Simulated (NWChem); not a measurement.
# CH7FN2Si; SMILES FC[SiH](N)N

```xyz
12

N     -1.3481    -1.2875    -0.4009
Si     0.0016    -0.5741     0.4051
N      1.4661    -0.8004    -0.4673
C     -0.0243     1.3159     0.6514
F      0.2994     1.9507    -0.5433
H     -1.5765    -1.0589    -1.3614
H     -2.1608    -1.6028     0.1151
H     -0.0355    -1.1839     1.7718
H      1.8629     0.0033    -0.9408
H      1.6891    -1.6699    -0.9353
H      0.7100     1.6228     1.4191
H     -1.0135     1.6765     0.9862
```
Atoms are numbered in this order, from 1.

Computed with NWChem. Pople sets run with spherical d functions. Coordinates come from a PBE0/def2-SVP optimisation. Not confirmed as a minimum by frequencies. GIAO values for the isolated, static molecule; σ is the absolute isotropic shielding, δ = σ(reference) − σ with the isolated reference molecule computed at the same levels (19F: trichlorofluoromethane, 1H: tetramethylsilane, 15N: ammonia, 29Si: tetramethylsilane).

Task: Predict the results for Hartree-Fock/6-31G*. Quantities: δ Si2 (ppm); δ N3 (ppm); δ F5 (ppm); δ H6 (ppm); δ H9 (ppm); δ H10 (ppm); δ H11 (ppm).

Result: 
```json
{
 "δ Si2 (ppm)": "-22.3",
 "δ N3 (ppm)": "1.0",
 "δ F5 (ppm)": "-233.7",
 "δ H6 (ppm)": "0.31",
 "δ H9 (ppm)": "0.85",
 "δ H10 (ppm)": "0.13",
 "δ H11 (ppm)": "4.11"
}
```
